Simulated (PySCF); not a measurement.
A geometry optimisation on `C[Si](C)(C)[Si](C)(C)C`.

Method: PBE0-D3(BJ)/def2-SVP geometry optimisation, gas phase (PySCF 2.14.0). Start geometry: GFN2-xTB. The input is one job of a driver script: a line of settings, then coordinates in Å.

Command:
```bash
OMP_NUM_THREADS=1 python probes_run.py task.json out
```

Input:
```
{"job": {"xc": "PBE0", "basis": "def2-SVP", "d3": "d3bj", "grid": 1, "shake": 0.01, "kind": "geom"}, "charge": 0, "multiplicity": 1}
C     -1.835380    -0.769110    -1.639810
Si    -1.165120    -0.190370     0.047750
C     -2.131150     1.393250     0.551040
C     -1.569050    -1.546750     1.315820
Si     1.155010     0.181270    -0.058510
C      1.851250     0.748290     1.644100
C      1.610360     1.549880    -1.316430
C      2.123760    -1.387490    -0.566450
H     -1.388360    -1.659050    -1.957550
H     -1.680970     0.004850    -2.398050
H     -2.935900    -0.922740    -1.593690
H     -3.177320     1.226160     0.610090
H     -1.824620     1.756090     1.528610
H     -1.954380     2.205030    -0.139300
H     -2.678000    -1.734630     1.366610
H     -1.129580    -2.478350     1.071380
H     -1.270070    -1.267870     2.315850
H      2.917550     0.923340     1.610710
H      1.385860     1.657430     1.982360
H      1.651300    -0.000430     2.415260
H      1.255720     1.281490    -2.325200
H      1.133130     2.474130    -1.071020
H      2.678970     1.740030    -1.384030
H      1.785340    -1.739290    -1.545160
H      1.953660    -2.212220     0.148020
H      3.169800    -1.208340    -0.609150
```

Output:
```
step   0  E = -817.64564287  max force = 0.036431
step   1  E = -817.65625336  max force = 0.010271
step   2  E = -817.65695784  max force = 0.002561
step   3  E = -817.65707335  max force = 0.000616
step   4  E = -817.65711181  max force = 0.000831
step   5  E = -817.65714489  max force = 0.000846
step   6  E = -817.65716005  max force = 0.000644
step   7  E = -817.65716858  max force = 0.000378
optimisation converged
```

Energies in Eh; «max force» is the largest Cartesian gradient component in Eh/bohr.

Problem. How much energy does the optimisation release, in kJ/mol?

Solution. E(step 0) − E(last step) = 0.011526 Eh, which is 30.3 kJ/mol.

Problem. Give the first gradient maximum in eV/Å.

Solution. With 1 Eh/bohr = 51.422 eV/Å, 1.873 eV/Å.

Main results: final energy -817.65717 Eh after 7 steps; dipole 0.01 D.

On an Intel Xeon Platinum 8488C with one thread, shared host, this took 2.8 min of wall time and 0.98 GiB of memory at its peak.
Labels such as C1 count atoms from 1, the log's own numbers from 0.
